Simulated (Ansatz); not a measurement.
Mg₄Te₃. Charge 0, multiplicity 3. Geometry r2SCAN-D4/def2-SVP, that of the charge +1 doublet; atoms count from 1.

```xyz
7

Mg   -0.438    1.830   -0.940
Mg   -1.652   -0.183    1.289
Mg   -0.534   -1.355   -1.516
Mg    1.410   -0.156    0.627
Te    1.495    0.348   -2.172
Te   -0.072    1.991    1.760
Te   -0.208   -2.475    0.951
```

In the def2 sets Te takes a core potential; there is no spin–orbit coupling. At PBE0-D4/def2-TZVP a singlet of charge 0 lies 0.64 eV below the triplet at the same geometry. The structure comes from a short search, and lower isomers may exist.

Problem. Estimate the Mulliken populations from the PBE0/def2-TZVP orbitals of Ansatz.

Solution. 
```json
{"atom": "Mg1", "charge (e)": "0.35", "spin (α − β)": "0.54"}
{"atom": "Mg2", "charge (e)": "0.35", "spin (α − β)": "0.54"}
{"atom": "Mg3", "charge (e)": "0.38", "spin (α − β)": "0.53"}
{"atom": "Mg4", "charge (e)": "0.53", "spin (α − β)": "0.12"}
{"atom": "Te5", "charge (e)": "-0.55", "spin (α − β)": "0.12"}
{"atom": "Te6", "charge (e)": "-0.51", "spin (α − β)": "0.04"}
{"atom": "Te7", "charge (e)": "-0.55", "spin (α − β)": "0.12"}
```
Mulliken values depend strongly on the basis.

Problem. Where does the spin sit?

Solution. Summed by element: Mg 1.73, Te 0.27, of 2 unpaired in all. Largest on single atoms: Mg1 0.54, Mg2 0.54, Mg3 0.53.

Problem. And the Mayer bond orders between heavy atoms (over 0.3)?

Solution. Mg1–Mg2 0.37 (3.24 Å); Mg1–Te5 0.71 (2.73 Å); Mg1–Te6 0.70 (2.73 Å); Mg2–Te6 0.70 (2.73 Å); Mg2–Te7 0.71 (2.73 Å); Mg3–Te5 0.69 (2.73 Å); Mg3–Te7 0.69 (2.73 Å); Mg4–Te5 0.62 (2.85 Å); Mg4–Te6 0.67 (2.84 Å); Mg4–Te7 0.62 (2.85 Å).
